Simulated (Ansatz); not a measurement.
Stepwise reaction of `[CH3][Ti]([CH3])([OH])[OH]` with water, as a gas-phase model of exchange steps in deposition or etching. ΔE in kJ/mol; ΔG adds harmonic PBE0-D4 terms to CCSD(T)/CBS, at 1 bar.

Gas-phase electronic energies from Ansatz, PBE0-D4/def2-TZVP geometries. CBS: MP2 limit from def2 TZ/QZ plus the TZ coupled-cluster correction, frozen cores. This one scheme is used for every species. Functionals use def2-TZVPP. B3LYP here is the variant with VWN-RPA as its local correlation; programs differ in this. For Ti outer-core shells are correlated without core-valence functions, which leaves a few kJ/mol of doubt a bond. Scalar relativity is left out up to krypton. One conformer a species, not always the lowest.

| step | reaction | PBE-D4 | B3LYP-D4 | ωB97M-V | CCSD(T)/CBS | ΔG(600 K) |
| --- | --- | --- | --- | --- | --- | --- |
| 1 | `[CH3][Ti]([CH3])([OH])[OH]` + H₂O → `[CH3][Ti]([OH])([OH])[OH]` + CH₄ | -168.0 | -170.4 | -165.1 | -160.8 | -150.8 |
| 2 | `[CH3][Ti]([OH])([OH])[OH]` + H₂O → `[OH][Ti]([OH])([OH])[OH]` + CH₄ | -157.9 | -158.5 | -151.5 | -143.5 | -118.9 |

(1) By hand: ΔE of the 2 steps together at CCSD(T)/CBS.

Answers

(1) (-160.8) + (-143.5) = -304.3 kJ/mol, or -152.2 kJ/mol a step.

In ΔE each step is higher than the one before. All are downhill at CCSD(T)/CBS. ΔG lies between -150.8 and -118.9 kJ/mol a step. PBE-D4 differs from CCSD(T)/CBS by -14.4 to -7.2 kJ/mol a step. Only this route is followed, and other bonds may react first. Isolated molecules leave out the surface, adducts and barriers. Largest T1 diagnostic: 0.024.
